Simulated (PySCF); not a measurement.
Excitations are Tamm–Dancoff values on a coarser integration grid. The basis has no diffuse functions, so Rydberg states are missing or too high.

## C3H9B, SMILES `B(C)(C)C` (charge 0, multiplicity 1)

Computed with PBE0-D4/def2-TZVP (PySCF).

```yaml
HOMO: -8.49 eV
dipole_moment: 0.01 D
HOMO–LUMO gap: 8.37 eV
LUMO: -0.12 eV
S1 excitation (TDA): 6.52 eV
S1 oscillator strength: 0.000
brightest of the four lowest singlets (TDA): 8.10 eV
T1 excitation (TDA): 5.91 eV
S1–T1 gap (TDA): 0.61 eV
total_energy: -3931.22 eV
cost: around 70 core-seconds (rough)
```

Bonded distances (Å): C1–B2 1.569, C1–H5 1.092, C1–H6 1.097, C1–H7 1.098, B2–C3 1.569, B2–C4 1.569, C3–H8 1.092, C3–H9 1.099, C3–H10 1.096, C4–H11 1.099, C4–H12 1.096, C4–H13 1.092. Angles (°): B2–C1–H5 115.5, B2–C1–H6 110.5, B2–C1–H7 108.8, H5–C1–H6 108.7, H5–C1–H7 108.1, H6–C1–H7 104.7, C1–B2–C3 120.1, C1–B2–C4 119.9, C3–B2–C4 120.1, B2–C3–H8 115.4, B2–C3–H9 108.5, B2–C3–H10 110.9, H8–C3–H9 107.9, H8–C3–H10 108.9, H9–C3–H10 104.8, B2–C4–H11 108.0, B2–C4–H12 111.4, B2–C4–H13 115.4, H11–C4–H12 104.8, H11–C4–H13 107.7, H12–C4–H13 109.0.
